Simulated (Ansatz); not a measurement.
Geometry optimisation, RKS BHLYP/def2-SVP in Ansatz 0.2.0.

input.yaml

```yaml
crystal:
  periodic: [false, false, false]
  atoms:
    - { symbol: "N", position_ang: [-0.0803, -1.6099, 0.642] }
    - { symbol: C, position_ang: [0.2674, -0.2777, 0.075] }
    - { symbol: F, position_ang: [-0.1054, -0.2062, -1.2789] }
    - { symbol: "N", position_ang: [-0.3121, 0.8121, 0.8012] }
    - { symbol: Ga, position_ang: [0.8945, 1.6747, -0.7767] }
    - { symbol: O, position_ang: [1.6529, -0.1106, 0.1976] }
    - { symbol: H, position_ang: [0.77378, -2.06012, 0.92709] }
    - { symbol: H, position_ang: [-0.62236, -1.35551, 1.50839] }
    - { symbol: H, position_ang: [-1.4062, 0.7841, 0.6355] }
    - { symbol: H, position_ang: [-0.1025, 2.874, -0.8373] }
basis:
  gaussian: { orbitals: def2-SVP }
hamiltonian:
  xc: { name: BHLYP }
relax:
  f_tol: 0.015
  max_steps: 40
output:
  orbitals: {}
```

Run as:

```bash
$ ansatz run input.yaml --threads 2 --pin off --max-ram 3072MiB --backend cpu --events-out ev --progress --plain --runs-dir out
```

Problem. Where does it end, and by what steps?

Solution. It converged. After 15 steps the energy has fallen by 4.059 eV; H10 moved furthest, 1.28 Å.

```tsv
step	energy less start (eV)	largest force component (eV/Å)	accepted
0	0.0000	6.611	yes
1	-1.9563	2.446	yes
2	-2.7825	1.816	yes
3	-3.1454	0.799	yes
4	-3.3794	0.558	yes
5	-3.5227	0.567	yes
6	-3.6786	0.626	yes
7	-3.8357	0.531	yes
8	-3.9670	0.414	yes
9	-4.0292	0.454	yes
10	-4.0306	0.813	yes
11	-4.0528	0.253	yes
12	-4.0572	0.144	yes
13	-4.0586	0.078	yes
14	-4.0589	0.021	yes
15	-4.0590	0.013	yes
```

```xyz
10
Properties=species:S:1:pos:R:3
N 0.024 -1.400 0.970
C 0.028 -0.419 -0.049
F -0.409 -1.059 -1.177
N -0.785 0.724 0.247
Ga 0.560 1.839 -0.250
O 1.263 0.153 -0.341
H 0.599 -2.183 0.690
H 0.399 -1.013 1.822
H -1.767 0.608 0.418
H 1.049 3.274 -0.436
```

Whether the end is a true minimum wasn't checked by a vibrational analysis.

Time of the run: 72 s on 2 threads of Arm Neoverse V2 (shared host), peak memory 0.32 GiB.
